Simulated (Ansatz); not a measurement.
Geometry optimisation, RHF/def2-SVP (Ansatz 0.2.0).

Input:

```yaml
crystal:
  periodic: [false, false, false]
  atoms:
    - { symbol: Ge, position_ang: [0.05868, -0.447106, -0.479974] }
    - { symbol: O, position_ang: [0.460573, 0.062499, 2.426771] }
    - { symbol: H, position_ang: [-0.302155, 0.261199, 2.949231] }
    - { symbol: H, position_ang: [1.353407, 0.361158, -0.470633] }
    - { symbol: H, position_ang: [-1.150697, 0.420411, -0.125212] }
    - { symbol: H, position_ang: [-0.158784, -1.037206, -1.884518] }
    - { symbol: H, position_ang: [0.160662, -1.627162, 0.511955] }
    - { symbol: H, position_ang: [0.384713, -0.878393, 2.21068] }
basis:
  gaussian: { orbitals: def2-SVP }
hamiltonian:
  xc: hf
relax:
  f_tol: 0.03
  max_steps: 50
output:
  orbitals: {}
```

Command:

```bash
$ ansatz run input.yaml --threads 1 --pin off --max-ram 2048MiB --backend cpu --events-out ev --progress --plain --runs-dir out
```

Problem. Where does it end, and by what steps?

Solution. It converged. After 10 steps the energy has fallen by 0.157 eV; H8 moved furthest, 0.80 Å.

```tsv
step	energy less start (eV)	largest force component (eV/Å)	accepted
0	0.0000	1.340	yes
1	-0.1084	0.449	yes
2	-0.1332	0.366	yes
3	-0.1329	1.156	no
4	-0.1436	0.181	yes
5	-0.1508	0.069	yes
6	-0.1556	0.040	yes
7	-0.1564	0.113	yes
8	-0.1571	0.080	yes
9	-0.1493	0.681	no
10	-0.1575	0.010	yes
```

```xyz
8
Properties=species:S:1:pos:R:3
Ge 0.027 -0.506 -0.662
O 0.458 0.114 2.621
H -0.410 0.316 2.938
H 1.348 0.254 -0.539
H -1.143 0.357 -0.179
H -0.209 -0.861 -2.140
H 0.081 -1.811 0.142
H 0.654 -0.748 2.957
```

Whether the end is a true minimum wasn't checked by a vibrational analysis.

Time of the run: 13 s on 1 thread of Arm Neoverse V1, on a shared host, peak memory 0.16 GiB.
